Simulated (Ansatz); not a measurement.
Relaxing a trial structure of BGeHSi

The starting geometry of this gas-phase singlet was optimised with GFN2-xTB.

| atom | x (Å) | y (Å) | z (Å) |
| --- | --- | --- | --- |
| B | -0.7086 | 0.4248 | -0.0433 |
| Ge | 0.0967 | -1.1632 | -0.7706 |
| Si | 0.8105 | 1.3636 | 0.5667 |
| H | -1.8152 | 0.8270 | 0.0582 |

Problem. Predict what becomes of its bonds when it is optimised with B3LYP/6-31G*.

Solution. A new bond forms, giving a structure given below by its coordinates. Distances that change by over a tenth: B1–Ge2 (1.92 → 2.36 Å). Contacts that close: Ge2–Si3 (2.95 → 2.29 Å).

The energy falls by 0.79 eV over 18 steps:

```json
{"step": "1", "E − E(last) (eV)": "0.786"}
{"step": "3", "E − E(last) (eV)": "0.742"}
{"step": "5", "E − E(last) (eV)": "0.721"}
{"step": "7", "E − E(last) (eV)": "0.660"}
{"step": "9", "E − E(last) (eV)": "0.412"}
{"step": "10", "E − E(last) (eV)": "0.394"}
{"step": "12", "E − E(last) (eV)": "0.115"}
{"step": "14", "E − E(last) (eV)": "0.012"}
{"step": "16", "E − E(last) (eV)": "0.000"}
{"step": "18", "E − E(last) (eV)": "0.000"}
```

Final geometry (Å):

```yaml
atoms:
  - { symbol: B, position_ang: [-0.8985, 0.7655, 0.1106] }
  - { symbol: Ge, position_ang: [0.4627, -1.0062, -0.6582] }
  - { symbol: Si, position_ang: [0.8939, 0.9863, 0.3844] }
  - { symbol: H, position_ang: [-2.0747, 0.7066, -0.0258] }
```

Frequencies at the end are all real (lowest 254 cm⁻¹). Run with Ansatz 0.2.0, 110 s on 1 thread of AMD EPYC (Zen 3), on a shared host.
